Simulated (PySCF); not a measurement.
C2H3BF2O, SMILES C=C(F)B(O)F.

Geometry optimised at B3LYP-D3(BJ)/def2-SVP. The structure was generated by enumeration, and PubChem lists no compound with its InChIKey, so it may never have been made. One conformer was computed; it need not be the lowest.

All values below come from PBE/def2-TZVP (PySCF).

Symmetry labels are those of the subgroup Cs that the program uses (full group Cs).

Computed valence orbital energies around the gap with their symmetry:
| orbital | symmetry | energy (eV) |
|---|---|---|
| HOMO−7 | A" | -11.51 |
| HOMO−6 | A" | -10.92 |
| HOMO−5 | A' | -10.43 |
| HOMO−4 | A' | -10.20 |
| HOMO−3 | A' | -9.53 |
| HOMO−2 | A" | -8.87 |
| HOMO−1 | A' | -8.18 |
| HOMO | A" | -6.88 |
| LUMO | A" | -2.21 |
| LUMO+1 | A' | -0.12 |
| LUMO+2 | A' | 1.10 |
| LUMO+3 | A" | 1.28 |
